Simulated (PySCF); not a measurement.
C2H4BrIn, SMILES C=[CH][InH][Br]. Heavy atoms are numbered as in [InH:1]([Br:3])[CH:4]=[CH2:5]. Hydrogens are named by the atom that carries them.

Geometry: PBE0-D3(BJ)/def2-SVP. The def2 effective core potentials stand for the cores of In; spin–orbit coupling is left out. The values are those of a single conformer.

These are PySCF with r2SCAN/def2-TZVP values and carry that method's errors.

ESP charges are fitted to the potential on shells at 1.4 to 2.0 van der Waals radii. Atomic charges (e), one atom of each kind:

```csv
atom,Mulliken,ESP fit,Löwdin
In1 (InH),0.68,0.63,___
H on In1,-0.06,-0.16,___
Br3,-0.41,-0.34,0.04
C4 (CH),-0.38,-0.26,-0.35
C5 (CH2),-0.20,-0.33,-0.20
H on C4,0.14,0.13,___
H on C5,0.12,0.17,0.12
```

Fill in the missing entries. (Estimate from the structure and the level; the computed values follow.)


- In1 (InH), Löwdin: 0.20
- H on In1, Löwdin: -0.07
- H on C4, Löwdin: 0.14
